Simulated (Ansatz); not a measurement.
Calculated with Ansatz (gas phase, PBE0-D4/def2-TZVP geometries, no zero-point term in ΔE). CCSD(T)/CBS is the MP2 limit (def2-TZVPP, def2-QZVPP) plus CCSD(T) − MP2 in def2-TZVPP, frozen cores. This one scheme is used for every species. Each species was taken in one conformer, which may not be the lowest.

`C=C[SiH2]S[SiH3]` + H–F → `F[SiH2]S[SiH3]` + ethylene  (ligand exchange at the Si–C bond)

`C=C[SiH2]S[SiH3]`:

Cartesian coordinates in Å:
```
C 0.587 0.590 1.904
C -0.576 0.468 1.268
Si -0.857 1.185 -0.418
S -1.262 -0.343 -1.863
Si 0.452 -1.561 -1.483
H 1.422 1.131 1.467
H 0.758 0.159 2.887
H -1.377 -0.093 1.745
H -2.055 2.061 -0.459
H 0.358 1.953 -0.797
H 0.629 -2.421 -2.680
H 1.656 -0.712 -1.287
H 0.265 -2.416 -0.285
```

H–F:

```xyz
2

F    -0.056    0.019    0.456
H     0.056   -0.019   -0.456
```

`F[SiH2]S[SiH3]`:

```xyz
9

F    -0.878    2.016   -0.510
Si   -1.497    0.599   -0.105
S    -0.319   -0.361    1.364
Si    1.469   -0.658    0.213
H    -2.826    0.825    0.503
H    -1.563   -0.199   -1.349
H     2.136   -1.860    0.769
H     2.369    0.514    0.327
H     1.110   -0.875   -1.212
```

`C=C`:

```xyz
6

C    -0.379    0.168   -0.516
C     0.379   -0.168    0.516
H    -0.514    1.203   -0.810
H    -0.896   -0.578   -1.109
H     0.514   -1.203    0.810
H     0.896    0.578    1.109
```

```json
{"species": "`C=C[SiH2]S[SiH3]`", "CCSD(T)/CBS(def2) energy (Eh)": "-1056.87903"}
{"species": "H–F", "CCSD(T)/CBS(def2) energy (Eh)": "-100.39570"}
{"species": "`F[SiH2]S[SiH3]`", "CCSD(T)/CBS(def2) energy (Eh)": "-1078.84190"}
{"species": "`C=C`", "CCSD(T)/CBS(def2) energy (Eh)": "-78.48111"}
```

Question: Work out ΔE.

Answer: ΔE = (-1078.84190) + (-78.48111) − (-1056.87903) − (-100.39570) = -0.04828 Eh = -126.8 kJ/mol.

Largest T1 diagnostic among the species: 0.012.

The D4 term adds +14.1 kJ/mol with B3LYP and +8.2 kJ/mol with PBE0; it sums over pairs of atoms, weighted by their polarisabilities, and B3LYP, whose exchange is more repulsive, gets the larger term. In def2-TZVPP, CCSD(T) changes the Hartree–Fock value by +29.7 kJ/mol (the triples alone add +4.8 kJ/mol) and MP2 by +33.5 kJ/mol.

B3LYP here is the variant with VWN-RPA as its local correlation; programs differ in this.
